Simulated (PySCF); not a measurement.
# A PySCF run on TeO

State: ³Σ⁻ (triplet), unpaired electrons π ↑↑.

An equivalent input (the run itself took its basis sets from the Basis Set Exchange, started from a PBE0 density and held the occupation σ 7α 7β, πx 4α 3β, πy 4α 3β, δx 1α 1β, δy 1α 1β):

```python
from pyscf import gto, dft
mol = gto.M(atom='Te 0 0 0; O 0 0 1.853', basis={'Te': 'def2-SVPD', 'O': 'def2-SVPD'}, ecp={'Te': 'def2-SVPD'},
            charge=0, spin=2, verbose=4, symmetry='C2v')
mf = dft.UKS(mol, xc='PBE')
mf.grids.atom_grid = (80, 434)
mf.grids.prune = dft.gen_grid.treutler_prune
mf.irrep_nelec = {'A1': (8, 8), 'A2': (1, 1), 'B1': (4, 3), 'B2': (4, 3)}
mf.conv_tol = 1e-9
mf.max_cycle = 60
mf.diis_space = 10
mf.kernel()
```

The log (some set-up lines and the per-cycle HOMO/LUMO lines removed):

```
******** <class 'pyscf.dft.uks_symm.SymAdaptedUKS'> ********
method = SymAdaptedUKS
damping factor = 0
level_shift factor = 0
DIIS = <class 'pyscf.scf.diis.CDIIS'>
diis_start_cycle = 1
diis_space = 10
diis_damp = 0
SCF conv_tol = 1e-09
SCF conv_tol_grad = None
SCF max_cycles = 60
number electrons alpha = 17  beta = 15
Set gradient conv threshold to 3.16228e-05
init E= -343.055280774968
cycle= 1 E= -343.054924986398  delta_E= 0.000356  |g|= 0.0636  |ddm|= 0.164
cycle= 2 E= -342.997792471008  delta_E= 0.0571  |g|= 0.35  |ddm|= 0.313
cycle= 3 E= -343.056875366109  delta_E= -0.0591  |g|= 0.0237  |ddm|= 0.24
cycle= 4 E= -343.0571982467  delta_E= -0.000323  |g|= 0.00119  |ddm|= 0.0228
cycle= 5 E= -343.057199109374  delta_E= -8.63e-07  |g|= 0.000719  |ddm|= 0.00258
cycle= 6 E= -343.057199395736  delta_E= -2.86e-07  |g|= 0.000221  |ddm|= 0.000882
cycle= 7 E= -343.057199418796  delta_E= -2.31e-08  |g|= 7.12e-05  |ddm|= 0.000163
cycle= 8 E= -343.057199421523  delta_E= -2.73e-09  |g|= 6.2e-06  |ddm|= 6.33e-05
cycle= 9 E= -343.05719942154  delta_E= -1.72e-11  |g|= 4.25e-06  |ddm|= 1.44e-05
Extra cycle  E= -343.057199421253  delta_E= 2.88e-10  |g|= 2.5e-05  |ddm|= 2.19e-05
converged SCF energy = -343.057199421253  <S^2> = 2.0040853  2S+1 = 3.0027223
```

Repeating this along the bond gives Re = 1.884 Å and ωe = 752 cm⁻¹.

A point of this curve took 1.2 CPU seconds beside 0.14 for the integrals, on Arm Neoverse V1 (shared host).

Spin–orbit coupling is left out. The state is the lowest determinant that a PBE0 search found; another state may lie lower at other levels.
